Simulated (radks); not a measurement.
The numbers below are computed, except where a source is named.
The table gives one normalised radial function P(r) = r R(r) of Cs33+ in [Ar] 3d4 (r in bohr). Code: a radial shooting solver on a logarithmic mesh with Libxc functionals. Model: non-relativistic Kohn-Sham, LB94 model potential, spin-polarised, spherical densities, point nucleus; open shells are filled with parallel spins first (spin-orbit coupling, left out, can overturn this in heavy ions); relativity is left out, which matters for an element this heavy.

r            P
0.0009127   0.0016
0.001029    0.0021
0.00116     0.0026
0.001308    0.0033
0.001475    0.0042
0.001663    0.0053
0.001875    0.0067
0.002114    0.0085
0.002384    0.0108
0.002688    0.0136
0.00303     0.0171
0.003417    0.0215
0.003852    0.0270
0.004343    0.0338
0.004897    0.0424
0.005521    0.0529
0.006225    0.0660
0.007019    0.0820
0.007914    0.1017
0.008923    0.1258
0.01006     0.1549
0.01134     0.1900
0.01279     0.2319
0.01442     0.2817
0.01626     0.3401
0.01833     0.4078
0.02067     0.4851
0.0233      0.5721
0.02628     0.6678
0.02963     0.7705
0.0334      0.8770
0.03766     0.9826
0.04246     1.0808
0.04788     1.1630
0.05398     1.2185
0.06086     1.2351
0.06862     1.1998
0.07737     1.0997
0.08724     0.9244
0.09836     0.6683
0.1109      0.3328
0.125      -0.0705
0.141      -0.5191
0.159      -0.9792
0.1792     -1.4089
0.2021     -1.7634
0.2278     -2.0024
0.2569     -2.0976
0.2896     -2.0407
0.3266     -1.8460
0.3682     -1.5496
0.4151     -1.2015
0.4681     -0.8548
0.5278     -0.5534
0.595      -0.3228
0.6709     -0.1676
0.7564     -0.0764
0.8529     -0.0301
0.9616     -0.0101
1.084      -0.0028
1.222      -0.0006
1.378      -0.0001
1.554      0.0000
1.752      0.0000

Which n and l does it have? It may be an empty orbital.

Answer. n = 3, l = 1: the number of nodes gives n - l - 1 = 1, the rise at small r (about r^(l+1)) gives l, and the extent must fit the shell. The curve is that of 3p up; the table hardly tells the two spins apart. 3p up: eigenvalue -2318.8 eV, 1 radial node at r = 0.123 bohr, <r> = 0.282 bohr, 90 % of the charge inside 0.418 bohr.
